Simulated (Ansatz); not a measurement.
The geometry has C3 symmetry (within 0.05 Å) and had no frequency check at the DFT level, so a distortion to lower symmetry isn't ruled out.

These are frozen-core CCSD(T)/def2-TZVPP // B3LYP-D3(BJ)/def2-SVP (Ansatz, a first-principles code) values and carry that method's errors.

Ansatz 0.2 input:
```yaml
crystal:
  periodic: [false, false, false]
  atoms:
    - { symbol: O, position_ang: [-1.133544, -1.289732, -0.904938] }
    - { symbol: Ge, position_ang: [-0.398233, 0.065262, -0.040225] }
    - { symbol: O, position_ang: [-0.655567, 1.557101, -0.953048] }
    - { symbol: O, position_ang: [-1.132003, 0.213925, 1.560979] }
    - { symbol: C, position_ang: [1.560756, -0.259636, 0.159691] }
    - { symbol: F, position_ang: [2.147307, 0.735192, 0.846168] }
    - { symbol: F, position_ang: [1.795225, -1.407487, 0.817038] }
    - { symbol: F, position_ang: [2.160914, -0.341933, -1.039442] }
    - { symbol: H, position_ang: [-1.492562, -1.021835, -1.762698] }
    - { symbol: H, position_ang: [-1.082643, 2.241771, -0.418999] }
    - { symbol: H, position_ang: [-1.769749, -0.492631, 1.735475] }
basis:
  gaussian: { orbitals: def2-TZVPP }
correlation:
  method: ccsd_t
```

Output:

```
Functional definition: HF
2004 factors; integrals over basis functions are off by at most 9.5e-4 eV
mean field evaluation 1: about -71781.0497 eV, gradient 7.1e1 eV
mean field evaluation 2: about -71781.3375 eV, gradient 7.1e1 eV
mean field evaluation 4: about -71789.8923 eV, gradient 4.5e0 eV
mean field evaluation 8: about -71789.9849 eV, gradient 4.6e-1 eV
mean field evaluation 16: about -71786.0600 eV, gradient 4.9e1 eV
mean field -71789.98667713 eV, -2638.2333493837 hartree, gradient 6.3e-6 eV, S^2 0.000000; 0 other end points of the search recorded, 0 dependent functions left out
16 core orbitals not correlated
reference -71789.98667713 eV, -2638.2333493837 hartree; 30, 30 occupied and 261, 261 virtual orbitals, 2004 factors
second order -50.90444762 eV of doubles, -0.00000000 eV of singles
cycle   1  -49.59153385 eV  change     1.3e0 eV  update   1.5e-1
cycle   2  -50.71724225 eV  change    -1.1e0 eV  update   4.3e-2
cycle   3  -50.95321866 eV  change   -2.4e-1 eV  update   2.1e-2
cycle   4  -50.91922222 eV  change    3.4e-2 eV  update   4.7e-3
cycle   5  -50.91463924 eV  change    4.6e-3 eV  update   2.1e-3
cycle   6  -50.91704754 eV  change   -2.4e-3 eV  update   6.4e-4
cycle   7  -50.91685704 eV  change    1.9e-4 eV  update   2.4e-4
cycle   8  -50.91660355 eV  change    2.5e-4 eV  update   6.2e-5
cycle   9  -50.91660324 eV  change    3.0e-7 eV  update   2.1e-5
perturbative correction -1.78056751 eV, -0.0654346489 hartree
Total energy: -71842.68384788 eV, -2640.1699346893 hartree
```

Cost: roughly 70 core-minutes.
